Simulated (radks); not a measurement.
Results of a calculation; reference values are marked as such.
The palladium ion Pd22+, configuration [Ar] 3d6. Code: a radial shooting solver on a logarithmic mesh with Libxc functionals. Model: Dirac Kohn-Sham, PBE, spin-unpolarised, spherical densities, finite nucleus; open shells are shared between the two j in proportion to 2j + 1; Fermi nuclear charge, rms radius 4.5318 fm.

Normalised radial functions P(r) = r R(r) (large component), r in bohr:

r           3p3/2   3d5/2
0.003701   0.0162  0.0001
0.005138   0.0299  0.0004
0.00719    0.0554  0.0010
0.009981   0.0991  0.0025
0.01397    0.1752  0.0065
0.01954    0.2984  0.0162
0.02713    0.4767  0.0387
0.03796    0.7140  0.0902
0.05312    0.9541  0.1989
0.07375    1.0613  0.4000
0.1032     0.8325  0.7407
0.1433     0.1279  1.1899
0.2005    -0.9333  1.6316
0.2805    -1.7442  1.7915
0.3894    -1.7154  1.4809
0.5449    -0.9822  0.8305
0.7625    -0.2969  0.2749
1.059     -0.0409  0.0456

3p3/2: eigenvalue -1207.8 eV, 1 radial node at r = 0.150 bohr, <r> = 0.359 bohr, 90 % of the charge inside 0.536 bohr. 3d5/2: eigenvalue -1037.1 eV, 0 radial nodes, <r> = 0.327 bohr, 90 % of the charge inside 0.507 bohr.
